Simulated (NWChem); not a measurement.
System: SiF2 cation, doublet

```xyz
3

F      1.3737     0.0000    -0.3455
Si     0.0000     0.0000     0.4442
F     -1.3737     0.0000    -0.3455
```
Atoms are numbered in this order, from 1.

In the optimisation the excess spin sits in a1 (C2v, its own frame). Coordinates come from a PBE-D3(BJ)/def2-SVP, spin-unrestricted optimisation. No stability test was run on the SCF state. B3LYP is NWChem's, with the RPA form of VWN correlation.

Symmetry labels are those of C2v in the frame above (b1 and b2, or b-type labels, depend on it).

Question: List the 6 lowest vertical excitations from B3LYP/6-31+G* (spherical d), spin-unrestricted, TDA (NWChem).

Answer: 
```csv
state,energy (eV),oscillator strength,symmetry of the excitation,<S²>
state 1,4.68,0.000,b1,0.78
state 2,4.90,0.000,a2,0.78
state 3,5.01,0.035,b2,0.76
state 4,5.54,0.016,a1,0.78
state 5,5.66,0.055,b2,0.77
state 6,6.67,0.021,b1,0.83
```
